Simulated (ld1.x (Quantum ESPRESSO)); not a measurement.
## Reading a pseudo-wave (N (Z = 7))

Columns: radius, all-electron u(r) and pseudo u(r) of the 2p shell (level -28.62 eV) of nitrogen in the configuration [He] 2s2 2p1.5; PBEsol, scalar-relativistic, ultrasoft scheme, ld1.x (Quantum ESPRESSO) 7.5.

| r (bohr) | all-electron | pseudo |
| --- | --- | --- |
| 0.110 | 0.1014 | 0.0131 |
| 0.220 | 0.2892 | 0.0513 |
| 0.330 | 0.4753 | 0.1114 |
| 0.440 | 0.6288 | 0.1884 |
| 0.550 | 0.7430 | 0.2762 |
| 0.660 | 0.8195 | 0.3678 |
| 0.770 | 0.8618 | 0.4561 |
| 0.880 | 0.8759 | 0.5350 |
| 0.990 | 0.8678 | 0.5992 |
| 1.100 | 0.8431 | 0.6451 |
| 1.210 | 0.8066 | 0.6710 |
| 1.320 | 0.7622 | 0.6770 |
| 1.430 | 0.7129 | 0.6649 |
| 1.540 | 0.6612 | 0.6378 |
| 1.650 | 0.6088 | 0.5996 |
| 1.760 | 0.5572 | 0.5548 |
| 1.870 | 0.5073 | 0.5071 |
| 1.980 | 0.4599 | 0.4600 |
| 2.090 | 0.4153 | 0.4153 |
| 2.200 | 0.3738 | 0.3738 |
| 2.310 | 0.3354 | 0.3354 |
| 2.420 | 0.3003 | 0.3003 |
| 2.530 | 0.2682 | 0.2682 |
| 2.640 | 0.2391 | 0.2391 |
| 2.750 | 0.2128 | 0.2128 |
| 2.860 | 0.1890 | 0.1890 |

How many radial nodes do the two functions have?

The all-electron 2p function has n − l − 1 = 0; the pseudo-wave has 0.

At about which radius was the pseudo-wave matched?

2.15 bohr. The columns agree to 0.0005 from 1.87 bohr on; several derivatives are matched, so the curves merge somewhat inside the radius.

Is the pseudo-wave norm-conserving?

No, it belongs to an ultrasoft set: the norm inside the radius is not constrained, and the difference is carried by the augmentation charge.
